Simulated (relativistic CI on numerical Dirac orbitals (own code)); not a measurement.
Tc5+: resonant inelastic scattering at the M2,3 edge

Computed with this model: Dirac-Coulomb-Breit CI, orbitals from a KLI potential per configuration, model QED, valence Slater integrals scaled by 0.8, Kramers-Heisenberg scattering through one core-hole configuration in a parametric crystal field; configurations [Kr] 4d2 → [Ne] 3s2 3p5 3d10 4s2 4p6 4d3; 10 K; core-hole width 2 eV; summed over polarisations. Incident energies are the highest absorption maxima for each field (at most a few, so the weaker spin-orbit partner edge can be absent), on the computed scale of the free ion. Intensities are in per cent of the strongest line above 0.02 eV; levels within 1 cm⁻¹ are merged; final levels count from the ground level, the first row holds all elastic scattering, lines under 0.4 are left out and each table stops after 24 rows. The scale of the Slater integrals is a model choice and moves the terms in proportion.

Field parameters in Wybourne normalisation: D4h B²₀ = −7Ds, B⁴₀ = 21(Dq − Dt), B⁴₄ = 21√(5/14) Dq; Td as Oh with Dq negative (B⁴₀ = 21Dq, B⁴₄ = √(5/14) B⁴₀). The field is a parameter set, without covalency.

S is read from ⟨S²⟩ = S(S + 1).

Td, 10Dq = -17700 cm⁻¹:

| Final level (eV) | Degeneracy | Irrep | S | 438 eV | 457.7 eV |
| --- | --- | --- | --- | --- | --- |
| 0.000 | 3 | T2 | 1.00 | 2285.8 | 350.1 |
| 1.459 | 2 | E | 0.14 | 27.4 | 41.7 |
| 2.147 | 1 | A2 | 1.00 | 21.9 | 4.0 |
| 2.178 | 3 | T2 | 1.00 | 96.3 | 38.4 |
| 2.240 | 3 | T1 | 1.00 | 70.5 | 27.4 |
| 2.266 | 2 | E | 0.95 | 47.6 | 7.6 |
| 2.637 | 1 | A1 | 0.20 | 17.7 | 34.3 |
| 3.128 | 3 | T2 | 1.00 | 100.0 | 11.6 |
| 3.154 | 2 | E | 0.99 | 67.4 | 6.4 |
| 3.169 | 3 | T1 | 0.99 | 58.2 | 31.7 |
| 3.243 | 1 | A1 | 0.92 | 19.2 | 8.1 |
| 3.677 | 3 | T2 | 0.07 | 10.5 | 3.8 |
| 4.127 | 3 | T1 | 0.04 | 13.5 | 8.1 |
| 4.908 | 2 | E | 1.00 | 3.3 | 0.4 |
| 4.929 | 3 | T2 | 0.98 | 5.0 | 0.6 |
| 4.934 | 1 | A1 | 1.00 | 0.8 | 0.8 |
| 4.938 | 3 | T1 | 0.99 | 3.0 | 1.3 |

Td, 10Dq = -17500 cm⁻¹:

```csv
Final level (eV),Degeneracy,Irrep,S,438 eV,457.7 eV
0.000,3,T2,1.00,2291.3,350.5
1.457,2,E,0.14,27.3,42.0
2.123,1,A2,1.00,21.6,4.0
2.153,3,T2,1.00,95.3,38.4
2.215,3,T1,1.00,69.7,27.3
2.243,2,E,0.95,47.5,7.3
2.631,1,A1,0.21,17.6,34.7
3.100,3,T2,1.00,100.0,11.6
3.126,2,E,0.99,67.4,6.4
3.143,3,T1,0.99,58.0,31.7
3.219,1,A1,0.91,19.2,7.7
3.651,3,T2,0.07,10.7,3.9
4.103,3,T1,0.04,13.6,8.2
4.862,2,E,1.00,3.4,0.4
4.884,3,T2,0.97,5.1,0.6
4.886,1,A1,1.00,0.8,0.9
4.891,3,T1,0.99,3.1,1.3
```

D4h, 10Dq = 14000, Ds = 2380, Dt = -200 cm⁻¹:

```csv
Final level (eV),Degeneracy,Irrep,S,438.3 eV,458 eV
0.000,1,A1,1.00,1974.2,248.3
0.023,2,E,1.00,3.8,16.5
0.797,1,B1,0.96,14.3,3.0
0.843,1,B2,0.98,9.3,5.3
0.947,2,E,1.00,21.4,8.5
1.016,1,A2,1.00,1.8,0.7
1.036,1,A1,1.00,21.2,11.5
1.366,1,B2,0.19,0.6,0.0
1.461,1,B1,0.14,9.9,1.7
2.105,2,E,0.95,91.1,42.1
2.108,1,A1,0.74,62.8,36.0
2.116,1,B1,1.00,8.5,7.2
2.161,1,A2,1.00,1.4,0.3
2.167,1,B2,0.94,3.8,0.5
2.256,1,A1,0.50,24.1,9.4
2.322,2,E,0.45,34.5,4.6
2.562,1,B1,1.00,1.4,0.3
2.605,2,E,0.84,3.1,4.9
3.272,2,A1+A2,0.99,12.1,12.7
3.293,2,E,0.88,100.0,11.5
3.308,1,B2,0.99,3.6,4.4
3.324,1,B1,0.99,1.0,0.4
3.371,2,E,0.25,12.0,6.3
3.975,1,A1,0.07,2.9,1.8
```

For the first field the strongest loss at the lowest incident energy is the level at 3.13 eV (S = 1.00, against 1.00 in the thermal ground state). Levels of other spin, the first over 8 % at 1.46 eV, appear because spin-orbit coupling of the core hole, and in heavier ions of the valence shell too, mixes spins.
